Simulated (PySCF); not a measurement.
# Assigning NMR signals

Bonds (- single, = double, # triple, : aromatic): C1-Si2, Si2-Si3, Si3-Si4, Si4-O5, O5-Si6, Si4-Si7, Si7-Si2. C1 carries H8, H9, H10; Si2 carries H11; Si3 carries H12, H13; Si4 carries H14; Si6 carries H15, H16, H17; Si7 carries H18, H19. Stereochemistry as in C[Si@H]1[SiH2][Si@H](O[SiH3])[SiH2]1. H13, H19 are cis to C1 on the ring; H12, H18 are trans to C1 on the ring.

Method: GIAO PBE0/pcSseg-1 shieldings, geometry: GFN2-xTB, in PySCF (gas phase, non-relativistic, one conformer, one averaged value for each set of equivalent atoms).

Scale: ¹H vs TMS (reference shieldings calculated alike).

Question: Assign these signals to the numbered atoms. ¹H NMR (400 MHz, computed): δ 6.72 (m, 1H), 5.02 (s, 3H), 4.88 (m, 1H), 4.50 (m, 2H), 3.99 (m, 2H), 0.40 (d, 3H).

Answer: 
6.72 → H14, hydrogen on a silicon bonded to O, 2 Si, in a 4-membered ring
5.02 → H15/H16/H17, hydrogen on a silicon bonded to O
4.88 → H11, hydrogen on a silicon bonded to C, 2 Si, in a 4-membered ring
4.50 → H12/H18, hydrogen on a silicon bonded to 2 Si, in a 4-membered ring
3.99 → H13/H19, hydrogen on a silicon bonded to 2 Si, in a 4-membered ring
0.40 → H8/H9/H10, hydrogen on a methyl carbon bonded to Si: an electropositive neighbour shields it, as in TMS itself

No couplings were computed; multiplicities are counted from neighbouring protons, with m where these are inequivalent, close in shift, in a saturated or five-membered ring or joined by F or P, and br s for small geminal =CH2 splittings.
